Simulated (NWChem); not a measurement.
BNH$_{3}$Br; SMILES B(Br)N

```xyz
6

B     -0.5958     1.0395     0.0000
H     -1.7826     1.2384     0.0000
Br     0.0316    -0.7861     0.0000
N      0.3163     2.0806     0.0000
H      1.3193     1.9424     0.0000
H      0.0241     3.0493     0.0000
```
Atoms are numbered in this order, from 1.

Computed with NWChem. Pople sets run with spherical d functions. Geometry: optimised at PBE0/def2-SVP. Isolated, static molecule. Spin-orbit effects are missing.

GIAO at B3LYP/6-31G*: principal shieldings of N4 are 71.4, 202.3, 206.4 ppm; an isolated ammonia molecule has σ = 255.8 ppm at the same levels.

Question: Find the isotropic 15N shift, its principal values, the span and the skew.

Answer: 
1. σ(iso) = one third of the sum = 160.0 ppm.
2. δ = σ(reference) − σ = 95.8 ppm against ammonia.
3. δ11, δ22, δ33 = 184.4, 53.5, 49.4 ppm.
4. Span Ω = δ11 − δ33 = 135.0 ppm; skew κ = 3(δ22 − δ(iso))/Ω = -0.94.
